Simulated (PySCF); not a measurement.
Cl2FGa. Atoms are numbered in the order given.

```xyz
4

Ga     0.0000     0.0000     0.2522
F      0.0000     0.0000     1.9877
Cl     0.0000     1.8572    -0.7561
Cl     0.0000    -1.8572    -0.7561
```

Geometry: PBE0-D3(BJ)/def2-SVP.

Method: TDDFT-ωB97X/def2-SVPD (PySCF).

Vertical excitations.  State labels are in the subgroup C2v.

Computed lowest excited states:
```json
[
 {"state": "S1", "symmetry": "B2", "energy (eV)": "6.59", "λ (nm)": "188", "f": "0.019", "main pairs": "HOMO→LUMO 93 %"},
 {"state": "S2", "symmetry": "A2", "energy (eV)": "6.70", "λ (nm)": "185", "f": "0.000", "main pairs": "HOMO−1→LUMO 94 %"},
 {"state": "S3", "symmetry": "A1", "energy (eV)": "6.95", "λ (nm)": "178", "f": "0.046", "main pairs": "HOMO−2→LUMO 92 %"},
 {"state": "S4", "symmetry": "B1", "energy (eV)": "7.13", "λ (nm)": "174", "f": "0.036", "main pairs": "HOMO−3→LUMO 93 %"},
 {"state": "S5", "symmetry": "A2", "energy (eV)": "7.37", "λ (nm)": "168", "f": "0.000", "main pairs": "HOMO→LUMO+1 98 %"},
 {"state": "S6", "symmetry": "B2", "energy (eV)": "7.62", "λ (nm)": "163", "f": "0.006", "main pairs": "HOMO−1→LUMO+1 58 %, HOMO−4→LUMO 38 %"},
 {"state": "S7", "symmetry": "B1", "energy (eV)": "7.68", "λ (nm)": "161", "f": "0.001", "main pairs": "HOMO−2→LUMO+1 98 %"},
 {"state": "S8", "symmetry": "A1", "energy (eV)": "8.22", "λ (nm)": "151", "f": "0.012", "main pairs": "HOMO−3→LUMO+1 85 %"},
 {"state": "S9", "symmetry": "B2", "energy (eV)": "8.27", "λ (nm)": "150", "f": "0.299", "main pairs": "HOMO−4→LUMO 38 %, HOMO−1→LUMO+1 30 %, HOMO−7→LUMO 23 %"},
 {"state": "S10", "symmetry": "A2", "energy (eV)": "8.42", "λ (nm)": "147", "f": "0.000", "main pairs": "HOMO−4→LUMO+1 97 %"},
 {"state": "T1", "symmetry": "B2", "energy (eV)": "6.16", "λ (nm)": "201", "f": "0", "main pairs": "HOMO→LUMO 91 %"},
 {"state": "T2", "symmetry": "A2", "energy (eV)": "6.35", "λ (nm)": "195", "f": "0", "main pairs": "HOMO−1→LUMO 91 %"},
 {"state": "T3", "symmetry": "A1", "energy (eV)": "6.47", "λ (nm)": "192", "f": "0", "main pairs": "HOMO−2→LUMO 91 %"},
 {"state": "T4", "symmetry": "B1", "energy (eV)": "6.73", "λ (nm)": "184", "f": "0", "main pairs": "HOMO−3→LUMO 90 %"}
]
```
Triplets are in the Tamm–Dancoff approximation, which puts them higher than full response would, so one can lie above its singlet here.
